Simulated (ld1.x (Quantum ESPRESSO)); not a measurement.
## Sb: one change to a PAW potential, before and after

Sb, PAW, made with ld1.x (Quantum ESPRESSO) 7.5 (LDA (PZ), scalar-relativistic). Core [Kr], reference 4d10 5s2 5p3. Waves: 5s (bound): rcut 1.75, rcutus 2.25 bohr; 5s channel at 1.4 Ry: rcut 1.75, rcutus 2.25 bohr; 5p (bound): rcut 1.45, rcutus 1.80 bohr; 5p channel at 2.3 Ry: rcut 1.45, rcutus 1.80 bohr; 4d (bound): rcut 1.35, rcutus 1.80 bohr; 4d channel at -0.65 Ry: rcut 1.35, rcutus 1.80 bohr. Local part: all-electron potential smoothed inside 1.50 bohr (lloc = -1). Core correction: Bessel-smoothed model core, default radius (core density twice the valence density). Augmentation charge: BESSEL, radius 1.15 bohr.

All-electron outer shells of the reference configuration (LDA (PZ), scalar-relativistic, ld1.x):

```tsv
shell	level (eV)	outermost node (bohr)	outermost maximum (bohr)
4s	-148.49	0.39	0.73
4p	-101.60	0.39	0.76
4d	-33.55	0.38	0.84
5s	-13.09	0.95	1.88
5p	-5.00	1.04	2.32
```

Change: local potential all-electron potential smoothed inside 2.22 bohr (lloc = -1).

Cutoffs: the cutoffs (Ry, on a coarse ladder) from which the occupation-weighted sum of valence levels, in a spherical-Bessel basis at the reference potential, stays within 10 and 1 mRy of its value at 400 Ry; they do not see the model core or the augmentation charge, which bear on the density cutoff. Errors are all-electron minus pseudo energies relative to the spin-unpolarised reference configuration.

**Question.** What does the change do?

**Answer.** The potential gets neither clearly harder nor softer (35 Ry and 60 Ry → 35 Ry and 60 Ry); the bound ghost in p, s disappears; the number of tests with a reliable result goes from 9 to 0 (the test run of the changed file stopped, so its transferability is not established); the range in which the s phases agree narrows (upper end 4.9 → 3.9); the range in which the d phases agree widens (upper end 0.9 → at the end of the scan). A state that the projectors do not describe sees the local part alone, so a deeper or shallower local part can create or remove a ghost.

```csv
quantity,base,changed
"cutoff, loose",35 Ry,35 Ry
"cutoff, tight",60 Ry,60 Ry
loose cutoff by channel (10 mRy a level),"s 6 Ry, p 6 Ry, d 30 Ry","s 6 Ry, p 8 Ry, d 30 Ry"
bound ghosts,"s, p",none
tests with a reliable result,9 of 9,0 of 9 (the test run stopped)
s: phases at 2.46 bohr within 0.05 rad from the reference energy up to (Ry; the scan ends near 5),4.9,3.9
p: phases at 2.46 bohr within 0.05 rad from the reference energy up to (Ry; the scan ends near 5),n/a,0.2
d: phases at 2.46 bohr within 0.05 rad from the reference energy up to (Ry; the scan ends near 5),0.9,to the end of the scan
lowest overlap eigenvalue by channel,"s 0.27, p 0.61, d 0.06","s 0.39, p 0.62, d 0.10"
```

 A true bound ghost makes a file unfit for plane-wave use even where its test errors are small: the radial tests pick states by their node count and pass the ghost by.
